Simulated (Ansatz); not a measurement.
Steps of a relaxation of `C[SiH2][SiH2]S` with RKS PBE0-D4/def2-TZVP.

```sh
$ ansatz run in.yaml --threads 4 --pin off --events-out ev --progress --plain --max-ram 10444MiB
```

```yaml
crystal:
  periodic: [false, false, false]
  atoms:
    - {symbol: C, position_ang: [-0.880545, 1.593183, -0.232591]}
    - {symbol: Si, position_ang: [-0.234571, 0.311374, 1.002627]}
    - {symbol: Si, position_ang: [1.307238, -1.080545, -0.101045]}
    - {symbol: S, position_ang: [0.286491, -1.916963, -1.836040]}
    - {symbol: H, position_ang: [-0.075033, 2.300217, -0.515759]}
    - {symbol: H, position_ang: [-1.722279, 2.174168, 0.195362]}
    - {symbol: H, position_ang: [-1.229586, 1.081250, -1.152015]}
    - {symbol: H, position_ang: [-1.358740, -0.575708, 1.480998]}
    - {symbol: H, position_ang: [0.376875, 0.970450, 2.214751]}
    - {symbol: H, position_ang: [2.443870, -0.297870, -0.701653]}
    - {symbol: H, position_ang: [1.890521, -2.155172, 0.782509]}
    - {symbol: H, position_ang: [-0.727241, -2.459686, -1.103043]}
basis:
  gaussian: {orbitals: def2-TZVP}
hamiltonian: {xc: pbe0, dispersion: d4}
relax: {f_tol: 0.005, max_steps: 150}
```

Positions (Å) and forces (eV/Å) along the path, 9 of 9 steps:

```xyz
12
step=1 energy=-27748.6677 eV
C    -0.881    1.593   -0.233   -0.058    0.123   -0.101
Si   -0.235    0.311    1.003   -0.124    0.097    0.021
Si    1.307   -1.081   -0.101    0.074   -0.078   -0.153
S     0.286   -1.917   -1.836   -0.144   -0.085    0.598
H    -0.075    2.300   -0.516   -0.391   -0.336    0.134
H    -1.722    2.174    0.195    0.414   -0.283   -0.217
H    -1.230    1.081   -1.152    0.152    0.264    0.446
H    -1.359   -0.576    1.481    0.223    0.187   -0.094
H     0.377    0.970    2.215   -0.122   -0.140   -0.262
H     2.444   -0.298   -0.702   -0.234   -0.166    0.116
H     1.891   -2.155    0.783   -0.150    0.219   -0.220
H    -0.727   -2.460   -1.103    0.360    0.198   -0.269
12
step=2 energy=-27748.7067 eV
C    -0.882    1.594   -0.227    0.009   -0.005   -0.016
Si   -0.237    0.309    0.989   -0.071    0.107    0.001
Si    1.303   -1.074   -0.099    0.015   -0.085   -0.095
S     0.311   -1.928   -1.814   -0.098   -0.053    0.152
H    -0.082    2.285   -0.518   -0.112   -0.094    0.038
H    -1.701    2.179    0.210    0.119   -0.088   -0.052
H    -1.250    1.097   -1.133    0.044    0.082    0.129
H    -1.355   -0.564    1.466    0.060    0.035   -0.025
H     0.373    0.960    2.188   -0.027   -0.033   -0.054
H     2.432   -0.304   -0.696   -0.053   -0.032    0.041
H     1.870   -2.152    0.766   -0.028    0.090   -0.013
H    -0.704   -2.457   -1.097    0.142    0.076   -0.106
12
step=3 energy=-27748.7108 eV
C    -0.878    1.592   -0.223    0.002   -0.020    0.038
Si   -0.235    0.313    0.988   -0.025    0.006   -0.062
Si    1.291   -1.077   -0.108    0.005    0.022    0.019
S     0.317   -1.939   -1.822    0.023   -0.007    0.021
H    -0.082    2.275   -0.521    0.021    0.018   -0.007
H    -1.686    2.178    0.219   -0.024    0.026    0.011
H    -1.257    1.100   -1.121   -0.012   -0.009   -0.018
H    -1.347   -0.560    1.462   -0.023   -0.004    0.016
H     0.374    0.960    2.183    0.022   -0.005    0.009
H     2.418   -0.304   -0.693    0.017    0.002   -0.017
H     1.856   -2.126    0.783    0.007   -0.023   -0.004
H    -0.695   -2.467   -1.113   -0.014   -0.005   -0.005
12
step=4 energy=-27748.7119 eV
C    -0.884    1.597   -0.221    0.009   -0.014    0.010
Si   -0.240    0.312    0.980   -0.002    0.001   -0.011
Si    1.297   -1.079   -0.105   -0.023    0.001    0.006
S     0.330   -1.952   -1.816    0.018   -0.008   -0.033
H    -0.084    2.275   -0.526    0.013    0.013   -0.006
H    -1.682    2.190    0.230   -0.012    0.010    0.012
H    -1.276    1.111   -1.116   -0.009   -0.003   -0.014
H    -1.353   -0.557    1.459   -0.006   -0.006    0.005
H     0.378    0.954    2.175    0.009    0.001    0.011
H     2.425   -0.309   -0.692    0.006    0.004   -0.009
H     1.862   -2.129    0.786    0.002    0.001    0.014
H    -0.696   -2.468   -1.120   -0.006    0.001    0.016
12
step=5 energy=-27748.7123 eV
C    -0.885    1.602   -0.219   -0.004    0.003    0.006
Si   -0.243    0.311    0.977    0.000   -0.011   -0.018
Si    1.294   -1.080   -0.106    0.005   -0.003   -0.008
S     0.343   -1.969   -1.818    0.005    0.000   -0.004
H    -0.082    2.273   -0.531    0.002    0.002    0.004
H    -1.673    2.200    0.242   -0.005    0.011   -0.004
H    -1.290    1.122   -1.113   -0.001   -0.004    0.008
H    -1.358   -0.557    1.456    0.000    0.003    0.001
H     0.379    0.948    2.174    0.003   -0.001   -0.001
H     2.421   -0.309   -0.696    0.000    0.002    0.003
H     1.863   -2.121    0.793   -0.001    0.002    0.007
H    -0.691   -2.474   -1.124   -0.004   -0.003    0.005
12
step=6 energy=-27748.7125 eV
C    -0.887    1.608   -0.217   -0.008    0.008   -0.005
Si   -0.246    0.309    0.970    0.002   -0.007    0.000
Si    1.294   -1.083   -0.108    0.002    0.004   -0.006
S     0.352   -1.984   -1.819    0.004    0.000    0.002
H    -0.082    2.274   -0.534   -0.002   -0.002    0.005
H    -1.667    2.211    0.253    0.004    0.000   -0.008
H    -1.305    1.135   -1.108    0.002   -0.001    0.011
H    -1.362   -0.557    1.450    0.002    0.001   -0.002
H     0.381    0.940    2.167    0.000   -0.001    0.000
H     2.421   -0.310   -0.697   -0.003   -0.002    0.002
H     1.864   -2.116    0.801   -0.003    0.002    0.000
H    -0.685   -2.484   -1.125   -0.002   -0.002    0.002
12
step=7 energy=-27748.7126 eV
C    -0.887    1.610   -0.216    0.000    0.000    0.000
Si   -0.246    0.308    0.969    0.000    0.002   -0.001
Si    1.294   -1.082   -0.110    0.001    0.001   -0.002
S     0.353   -1.989   -1.818    0.000    0.000    0.001
H    -0.081    2.275   -0.532    0.000    0.000    0.001
H    -1.666    2.215    0.254    0.000    0.000   -0.001
H    -1.305    1.137   -1.107   -0.001    0.000    0.001
H    -1.363   -0.558    1.447    0.000   -0.001    0.000
H     0.380    0.937    2.167    0.000   -0.001    0.001
H     2.419   -0.309   -0.699    0.000   -0.001    0.000
H     1.864   -2.112    0.802   -0.001    0.000    0.000
H    -0.684   -2.488   -1.123    0.001   -0.001    0.000
12
step=8 energy=-27748.7126 eV
C    -0.887    1.612   -0.215    0.001   -0.001    0.001
Si   -0.247    0.308    0.968    0.000    0.002   -0.001
Si    1.293   -1.082   -0.111    0.000   -0.001    0.001
S     0.353   -1.992   -1.818   -0.001    0.000    0.000
H    -0.080    2.277   -0.531    0.000    0.000    0.000
H    -1.665    2.218    0.255   -0.001    0.000    0.000
H    -1.306    1.141   -1.107    0.000    0.000   -0.001
H    -1.365   -0.558    1.444   -0.001    0.000    0.000
H     0.380    0.934    2.168   -0.001    0.000    0.000
H     2.418   -0.309   -0.702    0.000    0.000   -0.001
H     1.864   -2.110    0.803    0.000    0.000   -0.001
H    -0.681   -2.495   -1.122    0.001    0.000    0.000
12
step=9 energy=-27748.7126 eV
C    -0.887    1.614   -0.215    0.002   -0.002    0.000
Si   -0.248    0.309    0.968   -0.001    0.002    0.001
Si    1.293   -1.082   -0.111    0.002   -0.001   -0.001
S     0.353   -1.994   -1.817   -0.002    0.000    0.001
H    -0.080    2.278   -0.529    0.000    0.000   -0.001
H    -1.665    2.219    0.256   -0.001    0.000    0.001
H    -1.306    1.143   -1.107    0.000    0.000   -0.001
H    -1.365   -0.558    1.442   -0.001    0.000    0.000
H     0.379    0.933    2.168    0.000    0.000    0.000
H     2.418   -0.309   -0.703    0.000    0.001    0.000
H     1.864   -2.109    0.803    0.000    0.000    0.000
H    -0.679   -2.499   -1.120    0.000    0.000   -0.001
```

Hardware: 4 threads of an Arm Neoverse V1 on a shared host. Wall time 31 s, peak host memory 0.51 GiB.
